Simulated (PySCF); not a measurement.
A thermochemical cycle for SnF

PBE0 in PySCF with x2c-SVPall on every atom, spin-free X2C, for the lowest determinant that a PBE0 search found; no spin–orbit coupling. SnF, a doublet (π ↑), has De = 4.69 eV to neutral atoms, and SnF⁺, a singlet (closed shell), has De = 4.94 eV to Sn⁺ + F.

At the same level the Sn atom ionises at 7.33 eV.

Problem. What is the adiabatic ionisation energy of the molecule, and does ionisation strengthen or weaken the bond?

Solution. IE = IE(Sn) + De(neutral) − De(ion) = 7.33 + 4.69 − 4.94 = 7.08 eV. De changes by +0.25 eV, so ionisation strengthens the bond.

These are scalar-relativistic numbers at best; spin–orbit coupling would shift them, the dissociation energy most. For an ion De counts to the pair picked by the measured ionisation energies or electron affinities, which need not be the lowest pair at this level. States were picked by a PBE0 search and need not be the measured ground states.
